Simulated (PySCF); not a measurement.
## Löwdin shares of the frontier orbitals

Species: selenium dioxide, SeO2.
Cartesian coordinates in Å at the PBE0-D3(BJ)/def2-TZVP level; atoms count from 1:
```xyz
3
SeO2 angstrom
O     -1.242   -0.409    0.115
Se    -0.020    0.550   -0.266
O      1.409   -0.021    0.167
```

Method: TDDFT CAM-B3LYP/aug-cc-pVTZ, vertical, gas phase, core orbitals frozen in the response (PySCF 2.14.0, density-fitted response routines). Isolated species at its PBE0-D3(BJ)/def2-TZVP geometry, gas phase. Relativistic effects, spin–orbit coupling among them, are left out although an element past zinc is present.

Kohn–Sham orbitals with the atoms that hold most of them (Löwdin shares over 4%, at most four atoms; ? is withheld):

| orbital | ε (eV) | atoms |
| --- | --- | --- |
| HOMO-3 | -14.24 | Se2 37%, O3 32%, O1 32% |
| HOMO-2 | -11.24 | O1 43%, O3 43%, Se2 14% |
| HOMO-1 | -11.12 | O3 44%, O1 44%, Se2 13% |
| HOMO | ? | ? |
| LUMO | -3.10 | ? |
| LUMO+1 | 0.52 | Se2 82%, O1 9%, O3 9% |
| LUMO+2 | 0.61 | Se2 88%, O3 6%, O1 6% |

(1) Give the leading atoms of the HOMO.

(2) Which atoms hold the LUMO, and with what shares?

(3) What is the HOMO energy, and the HOMO–LUMO gap?

Results:

(1) O1 (bonded to Se) 36%; O3 (bonded to Se) 36%; Se2 (bonded to 2 O) 28%. By element: oxygen 72%, selenium 28%.

(2) Se2 (bonded to 2 O) 53%; O1 (bonded to Se) 24%; O3 (bonded to Se) 24%. By element: selenium 53%, oxygen 47%.

(3) ε(HOMO) = -10.73 eV; the gap is 7.62 eV (0.2801 hartree).

Question: How does S1 compare with the orbital gap of 7.62 eV?

Answer: S1 is at 3.17 eV (f = 0.0028), 4.45 eV below the gap, made of HOMO→LUMO (99%). 

Question: One configuration dominates each of S1, S2 and S3. Which, and how do the shares of the two leading atoms of either orbital change from the occupied to the empty one?

Answer: 
- S1 (3.17 eV, f 0.0028), HOMO→LUMO (99%): O1 36% → 24%, O3 36% → 24%, Se2 28% → 53%
- S2 (3.36 eV, f 0.0000), HOMO-1→LUMO (99%): O3 44% → 24%, O1 44% → 24%, Se2 13% → 53%
- S3 (4.97 eV, f 0.052), HOMO-2→LUMO (88%): O1 43% → 24%, O3 43% → 24%, Se2 14% → 53%

Löwdin shares depend on the basis, the more so with diffuse functions.
